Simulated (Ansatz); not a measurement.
# Counterpoise correction, worked out

The pair of Ag⁺ (SMILES [Ag+], atom 1) and H$_{2}$Te (SMILES [TeH2], atoms 2–4), both closed shells, in one local arrangement (a lower one may exist), relaxed at PBE0-D4/def2-TZVP:

Ag1  (0.007, -0.177, -2.116)
Te2  (0.313, -0.623, 0.506)
H3  (0.908, 0.905, 0.767)
H4  (-1.228, -0.105, 0.844)
(Å)

Ansatz 0.2.0; basis: def2-TZVPPD; cores frozen in the correlated methods. Filled d shells of the heavier atoms are correlated. Core potentials replace the inner electrons of the atoms past krypton. The def2 sets are not built for correlating such inner shells, so the correlated values are less sure here.

CCSD(T) total energies in eV:

| system | geometry | basis functions | energy |
| --- | --- | --- | --- |
| pair | pair | all | -11297.78435 |
| Ag⁺ | as in the pair | all (partner as ghosts) | -3986.18239 |
| H$_{2}$Te | as in the pair | all (partner as ghosts) | -7309.90310 |
| Ag⁺ | as in the pair | its own | -3986.13302 |
| H$_{2}$Te | as in the pair | its own | -7309.86199 |
| Ag⁺ | free (PBE0-D4 minimum) | its own | -3986.13302 |
| H$_{2}$Te | free (PBE0-D4 minimum) | its own | -7309.86389 |

**Question.** Work out the interaction energy with and without the counterpoise correction, the superposition error, and the binding energy from the relaxed fragments.

**Answer.** Without correction: -11297.78435 − (-3986.13302) − (-7309.86199) = -1.78934 eV.
With correction (each fragment in the whole basis): -11297.78435 − (-3986.18239) − (-7309.90310) = -1.69886 eV = -39.18 kcal/mol.
The superposition error is the difference, 0.09048 eV, 5 % of the uncorrected value: each fragment borrows its partner's functions.
Deformation from the free shapes: 0.00000 eV for Ag⁺ and 0.00190 eV for H$_{2}$Te.
Binding energy from relaxed fragments: -1.69886 + 0.00000 + 0.00190 = -1.69696 eV = -39.13 kcal/mol (electronic, without zero-point energy; negative means bound). For comparison, the corrected interaction energy by CCSD(T) at an estimated basis limit (MP2 extrapolated from triple and quadruple zeta, plus CCSD(T) − MP2 in triple zeta) is -1.953 eV; triple zeta with the correction binds less.

The T1 diagnostic stays at or below 0.014.

For scale, one of the runs: CCSD(T)/def2-TZVPPD, 149 basis functions, launched by `ansatz run in.yaml --threads 2 --pin off --events-out ev --progress --plain --max-ram 5222MiB`. Time: 16 s of wall clock on 2 CPU threads of an Intel Xeon Platinum 8488C; the host was shared. Peak host memory: 0.94 GiB.
